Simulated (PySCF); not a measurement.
# Functional dependence of a UV spectrum

Species: B₂FH₇N₂.
SMILES with atom numbers: `[F:1][BH-:2]1[NH2+:3][BH2-:4][NH2+:5]1` (hydrogens: H6 on B2; H7, H8 on N3; H9, H10 on B4; H11, H12 on N5)

Structure used (PBE0-D3(BJ)/def2-SVP), in Å, numbered top down from 1:
```xyz
12
B2FH7N2 angstrom
F      1.737    0.092   -1.160
B      0.974   -0.058   -0.022
N     -0.256   -1.036   -0.287
B     -1.214    0.171    0.139
N      0.012    1.196    0.188
H      1.582   -0.346    0.995
H     -0.327   -1.313   -1.264
H     -0.289   -1.871    0.291
H     -2.030    0.452   -0.719
H     -1.676   -0.010    1.249
H      0.142    1.712    1.053
H      0.052    1.851   -0.591
```

Linear-response calculations in the def2-SVPD basis (PySCF; singlets by full response, triplets Tamm–Dancoff, core orbitals frozen in the response; HF means time-dependent Hartree–Fock). 'Strongest' is the level of largest summed f among the singlets computed (10 roots, of which the last may lack a degenerate partner); it can jump between rows when another state enters that window. S1 is the lowest singlet of each run and needn't be the same state throughout; f(S1) is that of one state. One conformer (not necessarily the lowest) at the PBE0-D3(BJ)/def2-SVP geometry, without solvent, vibrations or thermal averaging.

```csv
functional,kind,S1 (eV),f(S1),strongest (eV),T1 (eV),HOMO (eV),gap (eV),"ionisation energy, ΔSCF (eV)"
LDA,LDA,6.31,0.005,7.68,6.15,-6.72,6.22,10.84
PBE,GGA,6.28,0.004,7.72,6.11,-6.65,6.19,9.78
B3LYP,"global hybrid, 20% exact exchange",6.96,0.006,8.46,6.77,-7.91,7.85,10.27
PBE0,"global hybrid, 25% exact exchange",7.21,0.007,8.69,6.99,-8.09,8.33,10.27
BHandHLYP,"global hybrid, 50% exact exchange",7.86,0.012,9.75,7.59,-9.50,10.20,10.68
CAM-B3LYP,range-separated hybrid,7.50,0.010,9.37,7.24,-9.56,10.40,10.56
LC-wPBE,range-separated hybrid,8.22,0.021,9.84,7.88,-10.89,12.72,10.78
HF,Hartree–Fock,9.00,0.054,10.70,8.44,-11.65,13.69,not settled
```

Task: What does wB97X-D (range-separated hybrid) give?

Result: S1 (eV) 7.74, f(S1) 0.018, strongest (eV) 9.32, T1 (eV) 7.54, HOMO (eV) -10.02, gap (eV) 11.82, ionisation energy, ΔSCF (eV) 10.47. S1 runs from 6.28 eV (PBE) to 9.00 eV (HF), a spread of 2.72 eV, while the orbital gap spreads over 7.5 eV. Along PBE (0%), B3LYP (20%), PBE0 (25%), BHandHLYP (50%), HF (100%) S1 rises with the share of exact exchange. −ε(HOMO) comes closest to its own ΔSCF ionisation energy with LC-wPBE (+0.11 eV) and misses most with LDA (-4.13 eV). 'Not settled' means that the ion's SCF failed to converge or may have ended in another state than the lowest.
